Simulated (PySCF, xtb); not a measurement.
CH5ClF2Si2, SMILES FC[Si@](F)([SiH3])Cl. The values are those of a single conformer.

Harmonic wavenumbers (cm⁻¹) from GFN2-xTB (xtb 6.7.1) at its own minimum, in rising order: 17, 25, 74, 96, 152, 182, 206, 300, 389, 469, 478, 555, 689, 731, 768, 773, 783, 792, 1020, 1200, 1277, 1435, 2243, 2263, 2277, 2949, 2958.

Q: What does PBE-D3(BJ)/def2-SVP (PySCF) give at its own minimum? (The exact figures need the calculation; the answer reports its results.)

A: 55, 92, 102, 118, 156, 208, 222, 299, 397, 486, 501, 586, 685, 743, 828, 875, 896, 902, 1025, 1185, 1246, 1391, 2163, 2180, 2187, 2955, 3019. Paired by order, the mean absolute difference is 41 cm⁻¹ and the zero-point energies are 35.9 and 36.5 kcal/mol.
